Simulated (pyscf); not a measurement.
Structures and frequencies: ωB97X-D3(BJ)/def2-SVPD in PySCF.

Task: Estimate by transition-state theory (the high-pressure limit) the rate constant of H₂C⁻–CH(CH₃)–NH₂ → H₃C–CH(CH₃)–NH⁻ (singlet surface; H–N broken, C–H formed) at 298 K, with ωB97M-D3(BJ)/def2-TZVPD energies (ideal gas, 1 atm, RRHO with modes under 100 cm⁻¹ raised to 100, one conformer, R ln 2 for rigid chiral ones; no tunnelling).

Result: The electronic barrier is 24.7 kcal/mol and the thermal terms add -3.3, so ΔG‡ = 21.4 kcal/mol. With k_BT/h = 6.21e+12 s⁻¹ and RT = 0.592 kcal/mol, k = 1.3e-03 s⁻¹, a half-life of 5.3e+02 s through this channel alone. Wigner's tunnelling factor for 1811i cm⁻¹ would be 4.18, likely too low at so high a frequency. A shift of 1 kcal/mol in the barrier changes k by a factor 5.4. One saddle was located; it need not be the lowest between these sides.
